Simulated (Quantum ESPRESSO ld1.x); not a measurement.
The iron ion Fe2+, configuration [Ne] 3s2 3p5 3d6 4p1 (not the ground configuration).

All-electron calculation, scalar-relativistic Kohn-Sham, LDA (Slater exchange, Perdew-Zunger correlation), spin-polarised, spherical densities, point nucleus; open shells are filled with parallel spins first. Program: ld1.x of Quantum ESPRESSO 7.5.

Energy parts (hartree):
| part | energy |
|---|---|
| total | -1267.0454 |
| kinetic | 1281.7074 |
| electron-nucleus | -3008.7946 |
| Hartree | 512.6258 |
| exchange-correlation | -52.5840 |

Orbitals (lengths in bohr, moments of r in powers of bohr; <r^-3> diverges for s and p1/2):
orbital  occ.  eigenvalue (hartree)     <r^2>    <r^-3>
1s up       1              -257.805  0.004610         -
1s down     1              -257.783  0.004610         -
2s up       1              -31.1649   0.08459         -
2s down     1              -31.0644   0.08427         -
2p up       3              -26.7641   0.06839     480.2
2p down     3              -26.6770   0.06807     481.7
3s up       1              -4.54174    0.7436         -
3s down     1              -4.31963    0.7540         -
3p up       3              -3.29698    0.8329     62.49
3p down     2              -3.08098    0.8516     61.06
3d up       5              -1.32708     1.220     5.803
3d down     1              -1.12898     1.340     5.510
4s up       0              -0.89761     6.174         -
4s down     0              -0.80757     6.592         -
4p up       1              -0.65216     8.439     6.134
4p down     0              -0.57557     9.346     5.475
4d up       0              -0.33965     17.55    0.4635
4d down     0              -0.29466     21.57    0.3831
5p up       0              -0.25299     39.97     1.784
5p down     0              -0.23494     45.17     1.563
4f up       0              -0.16572     43.03   0.01145
4f down     0              -0.15228     53.55  0.007800

The highest occupied level is 4p up at -17.746 eV. The configuration is held as typed, so some empty levels lie below it. The density falls to 0.001 e/bohr^3 at r = 3.81 bohr.

Run on one thread of a shared host, so times are rough (Intel(R) Xeon(R) Processor @ 2.60GHz): 0.82 s of CPU time, 0.85 s wall, 26 iterations on 1983 mesh points.
